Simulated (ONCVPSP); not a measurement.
**What the settings do to the ONCV potential of hydrogen (H)**

Base potential:

ONCVPSP 4.0.1 input, shortened (lines: element, Z, core and valence counts, functional; n l f; lmax; l rc ep ncon nbas qcut; lloc lpopt rc5 dvloc0; l nproj debl; icmod fcfact rcfact), PW91, scalar-relativistic:

```
  H 1.00    0    1  -109134      upf
    1    0    1.00
    1
    0    0.95    0.00    4    8    8.40
    1    0.80    0.20    3    7   10.40
    4    5    0.70    3.00
    0    2    0.40
    1    2    3.90
    0    0.00    0.00
```

All-electron outer shells of the reference configuration (PW91, scalar-relativistic, ld1.x):

```
shell  level (eV)  outermost node (bohr)  outermost maximum (bohr)
   1s       -6.55                      –                      1.03
```

Cutoffs, loose and tight: the cutoffs (Ha) at which the residual kinetic energy of the hardest occupied pseudo-wave falls to 1 and 0.1 mHa per electron. They do not see the model core or the augmentation charge, which bear on the density cutoff. Test errors are all-electron minus pseudo excitation energies from the reference, over the configurations 1s0.5. A dash means not determined; rows that change the core or the reference have their own tests.

```json
{"change": "base", "outcome": "generated", "cutoff, loose": "20 Ha", "cutoff, tight": "29 Ha", "bound ghosts": "none", "GHOST(+) flags above zero": "none"}
{"change": "s: qcut 5.7", "outcome": "generated", "cutoff, loose": "17 Ha", "cutoff, tight": "139 Ha", "bound ghosts": "none", "GHOST(+) flags above zero": "s"}
{"change": "s: qcut 6.4", "outcome": "generated", "cutoff, loose": "18 Ha", "cutoff, tight": "65 Ha", "bound ghosts": "none", "GHOST(+) flags above zero": "none"}
{"change": "s: qcut 8", "outcome": "generated", "cutoff, loose": "19 Ha", "cutoff, tight": "29 Ha", "bound ghosts": "none", "GHOST(+) flags above zero": "none"}
{"change": "s: qcut 9.9", "outcome": "generated", "cutoff, loose": "22 Ha", "cutoff, tight": "34 Ha", "bound ghosts": "none", "GHOST(+) flags above zero": "none"}
{"change": "s: qcut 10.7", "outcome": "generated", "cutoff, loose": "23 Ha", "cutoff, tight": "36 Ha", "bound ghosts": "none", "GHOST(+) flags above zero": "none"}
{"change": "s: qcut 12.2", "outcome": "generated", "cutoff, loose": "25 Ha", "cutoff, tight": "40 Ha", "bound ghosts": "none", "GHOST(+) flags above zero": "none"}
```

Reading the sweep of the qcut of the s channel (base included, trends over the rows without a ghost): The loose cutoff rises from 17 Ha at 5.7 to 25 Ha at 12.2 1/bohr. The waves are optimised to have the least kinetic energy above qcut, so the cutoff follows it (qcut²/2 in Ha).
